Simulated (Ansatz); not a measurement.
# Molecular dynamics of ClFH$_{3}$HfNO

Input file:

```yaml
crystal:
  periodic: [false, false, false]
  atoms:
    - { symbol: Hf, position_ang: [-0.021359, 0.046258, 0.118019] }
    - { symbol: Cl, position_ang: [0.179053, 0.302237, 2.476203] }
    - { symbol: F, position_ang: [1.746739, 0.020723, -0.621681] }
    - { symbol: "N", position_ang: [-0.97726, 1.64077, -0.672588] }
    - { symbol: H, position_ang: [-1.942195, 1.669165, -0.9949] }
    - { symbol: H, position_ang: [-0.569862, 2.566492, -0.800057] }
    - { symbol: O, position_ang: [-1.079458, -1.48479, -0.317932] }
    - { symbol: H, position_ang: [-1.495457, -2.329056, -0.493564] }
basis:
  gaussian: { orbitals: def2-SVP }
hamiltonian:
  xc: cam_b3lyp
  dispersion: d4
md:
  timestep: 0.5
  n_steps: 100
  ensemble: nve
  temperature: 300.0
  initial_velocities: maxwell_boltzmann
  seed: 77548
```

Run as:

```bash
$ ansatz run input.yaml --threads 2 --pin off --max-ram 3072MiB --backend cpu --events-out ev --progress --plain --runs-dir out
```

It starts from a relaxed structure.

Output, in part (step lines, the closing report, with atoms numbered from 0):

```
md step     0: t =     0.00 fs  T =   300.0 K  F+E_penalty+E_count = -20128.34868110 eV  E_kin = 0.232668 eV  conserved = -20128.11601311 eV  (30 SCF iters)
[... lines left out ...]
Total energy: -20128.17031002 eV, -739.6966155294 hartree
Atom 0 at    -0.031014     0.051188     0.093538 Å, force    -0.216396    -0.497084    -0.017093 eV/Å
Atom 1 at     0.221961     0.311875     2.416768 Å, force    -0.087726     0.035330     0.325321 eV/Å
Atom 2 at     1.815873    -0.036491    -0.417982 Å, force    -0.065573     0.122231    -0.299242 eV/Å
Atom 3 at    -1.043097     1.687103    -0.581105 Å, force     0.683716    -1.003777     0.356682 eV/Å
Atom 4 at    -2.039897     1.593451    -0.780368 Å, force     0.180431     0.770881    -0.066584 eV/Å
Atom 5 at    -0.648151     2.614518    -0.416547 Å, force    -0.728488     0.107275    -0.315458 eV/Å
Atom 6 at    -1.083868    -1.526450    -0.286679 Å, force     0.221231     0.424419     0.055263 eV/Å
Atom 7 at    -1.437009    -2.417428    -0.272959 Å, force     0.012804     0.040725    -0.038890 eV/Å
Dipole moment:    -0.566873    -0.086118    -0.359978 e Å
```

The steps, from the saved trajectory:

| time (fs) | T (K) | potential energy less start (eV) | conserved less start (meV/atom) |
| --- | --- | --- | --- |
| 0 | 300 | 0.000 | 0.00 |
| 1.5 | 278 | 0.017 | 0.01 |
| 3 | 230 | 0.055 | 0.04 |
| 4.5 | 185 | 0.090 | 0.05 |
| 6 | 162 | 0.108 | 0.05 |
| 7.5 | 167 | 0.104 | 0.05 |
| 9 | 191 | 0.085 | 0.02 |
| 10.5 | 205 | 0.074 | 0.01 |
| 12 | 189 | 0.086 | 0.02 |
| 13.5 | 153 | 0.114 | 0.03 |
| 15 | 115 | 0.144 | 0.04 |
| 16.5 | 97 | 0.158 | 0.06 |
| 18 | 120 | 0.140 | 0.05 |
| 19.5 | 171 | 0.101 | 0.02 |
| 21 | 208 | 0.072 | 0.01 |
| 22.5 | 217 | 0.065 | 0.01 |
| 24 | 200 | 0.078 | 0.02 |
| 25.5 | 165 | 0.105 | 0.04 |
| 27 | 137 | 0.127 | 0.06 |
| 28.5 | 140 | 0.124 | 0.05 |
| 30 | 160 | 0.109 | 0.03 |
| 31.5 | 178 | 0.095 | 0.02 |
| 33 | 179 | 0.094 | 0.01 |
| 34.5 | 149 | 0.117 | 0.01 |
| 36 | 97 | 0.158 | 0.04 |
| 37.5 | 59 | 0.188 | 0.06 |
| 39 | 60 | 0.186 | 0.05 |
| 40.5 | 95 | 0.160 | 0.04 |
| 42 | 140 | 0.124 | 0.02 |
| 43.5 | 168 | 0.103 | 0.00 |
| 45 | 156 | 0.112 | 0.01 |
| 46.5 | 117 | 0.142 | 0.03 |
| 48 | 80 | 0.171 | 0.05 |
| 49.5 | 67 | 0.181 | 0.06 |

All steps were run. The conserved energy stayed within 0.063 meV per atom of its start (net change 0.055 meV per atom), so the integration is sound. A run of 0.05 ps of so small a system gives no equilibrium averages.

The same pairs are bonded in the first frame and the last. Pairs count as bonded within 1.25 times the sum of covalent radii (0.12 Å more for H–H).

Last frame:

```xyz
8
Properties=species:S:1:pos:R:3
Hf -0.031 0.051 0.093
Cl 0.222 0.312 2.417
F 1.816 -0.036 -0.418
N -1.043 1.687 -0.581
H -2.040 1.593 -0.780
H -0.648 2.615 -0.416
O -1.084 -1.526 -0.287
H -1.437 -2.417 -0.273
```

The run took 5.3 min on 2 threads of Arm Neoverse V2 (shared host), peak memory 0.28 GiB.
